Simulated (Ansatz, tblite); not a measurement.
Removing and adding an electron: the cluster Te₄Pb₂. Charge 0, multiplicity 1. Geometry: PBE-D4/def2-SVP. Ansatz, gas phase; energy differences of separate SCF runs; the oxidised species was run as a doublet alone; the reduced species was run as a doublet alone.

Cartesian coordinates in Å:
```
Pb -0.091 1.922 1.368
Pb 0.886 -0.454 -2.141
Te 2.218 -0.081 0.554
Te -2.158 -0.127 1.304
Te 0.790 -2.397 0.025
Te -1.646 1.137 -1.110
```

In the def2 sets Pb, Te take a core potential; there is no spin–orbit coupling. The xTB rows come from tblite. HSE06 is defined as in plane-wave codes, on full-range PBE exchange. HOMO above LUMO, or a gap near zero within one spin, warns that the state may not be the lowest or that an electron is smeared out. The structure comes from a short search, and lower isomers may exist.

(1) Estimate orbital energies and vertical ionisation energies and electron affinities at: GFN1-xTB; GFN2-xTB; PBE-D4/def2-TZVP; PBE-D4/def2-TZVPD; PBE0-D4/def2-TZVP; PBE0-D4/def2-TZVPD; HSE06-D4/def2-TZVP; HSE06-D4/def2-TZVPD.

Answers

(1) 
```
              level  −HOMO (eV)  vertical IE (eV)  −LUMO (eV)  vertical EA (eV)  HOMO–LUMO gap (eV)  IE − EA (eV)                                                                   remarks
           GFN1-xTB        8.27             10.70        5.96              3.70                2.31          7.00                                                                         –
           GFN2-xTB        8.73             11.27        6.05              3.61                2.68          7.66                                                                         –
   PBE-D4/def2-TZVP        4.73              6.75        2.98                 –                1.75             –                                                                         –
  PBE-D4/def2-TZVPD        4.75                 –        3.01              1.26                1.74             –  HOMO above zero (-1 doublet), gap within one spin near zero (-1 doublet)
  PBE0-D4/def2-TZVP        5.56              6.93        2.31                 –                3.25             –                                                                         –
 PBE0-D4/def2-TZVPD        5.57                 –        2.33              1.12                3.24             –                                              HOMO above zero (-1 doublet)
 HSE06-D4/def2-TZVP        5.20              6.92        2.67                 –                2.52             –                                                                         –
HSE06-D4/def2-TZVPD        5.21                 –        2.69              1.15                2.51             –                                              HOMO above zero (-1 doublet)
```

   A HOMO above zero means that the electron is unbound at that level or that self-interaction error raises the level; the energy of removing that electron tells which. Raw xTB energy differences between charge states are shifted by several eV; the methods need an empirical correction for them.
